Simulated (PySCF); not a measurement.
CH5FO3Si2.
Numbering: `[O:1]=[C:2]([O:3][SiH2:4][F:5])[SiH2:6][OH:7]` (hydrogens: H8, H9 on Si4; H10, H11 on Si6; H12 on O7)

Method: PBE0-D3(BJ)/def2-SVP geometry optimisation, gas phase in PySCF; density fitting, grid level 1; the optimiser is geomeTRIC in internal coordinates, started from a GFN2-xTB structure with every atom displaced at random (about 0.01 Å).

Geometry at step 4:
```
atom  x, y, z in Å
O1     -0.0849    1.5733    0.2773
C2     -0.2626    0.3907    0.0902
O3      0.7579   -0.4685    0.0219
Si4     2.3350    0.1568    0.2228
F5      3.2594   -1.1618    0.1380
Si6    -2.0381   -0.3215   -0.1132
O7     -2.9908    1.0179    0.0821
H8      2.6762    1.0458   -0.9090
H9      2.4867    0.7437    1.5714
H10    -2.2799   -1.3427    0.9417
H11    -2.1745   -0.9221   -1.4674
H12    -2.4674    1.8153    0.2425
```

Question: What forces act on the atoms?

Answer: 
```
atom  Fx (eV/Å)  Fy (eV/Å)  Fz (eV/Å)
  O1      0.038      0.153      0.018
  C2      0.036     -0.284     -0.042
  O3     -0.103      0.040      0.001
 Si4      0.043      0.071      0.023
  F5      0.012     -0.031      0.001
 Si6     -0.032      0.049      0.030
  O7     -0.040      0.040      0.001
  H8      0.005      0.003      0.006
  H9     -0.001      0.010     -0.005
 H10      0.011     -0.021     -0.021
 H11      0.012     -0.023     -0.001
 H12      0.018     -0.009     -0.012
```

The largest, 0.29 eV/Å, acts on C2; the rms over all components is 0.062 eV/Å. The forces sum to zero within rounding, as they must for an isolated molecule in no field.

Question: Give the force on C2 in Eh/bohr and in nN.

Answer: 0.290 eV/Å ÷ 51.422 = 0.00563 Eh/bohr, and 0.290 eV/Å × 1.602 = 0.46 nN.

Question: How far is this geometry from the end of the optimisation?

Answer: 0.006 eV above it, and 0.055 Å rms away after alignment. The bonds farthest from their final lengths, with half the difference of the two atoms' forces along the bond (positive lengthens):

```
  bond  now (Å)  final (Å)  force along bond (eV/Å)
O3–Si4    1.708      1.717                    +0.07
 C2–O3    1.336      1.330                    -0.16
 O1=C2    1.210      1.215                    +0.22
```

The angle farthest from its final value is C2–O3–Si4, 117.6° against 115.7°.

The cost below is that of the whole optimisation. On one thread, Arm Neoverse V1 (aarch64), no GPU, shared host, this took 2.0 min and 0.54 GiB of memory at its peak.
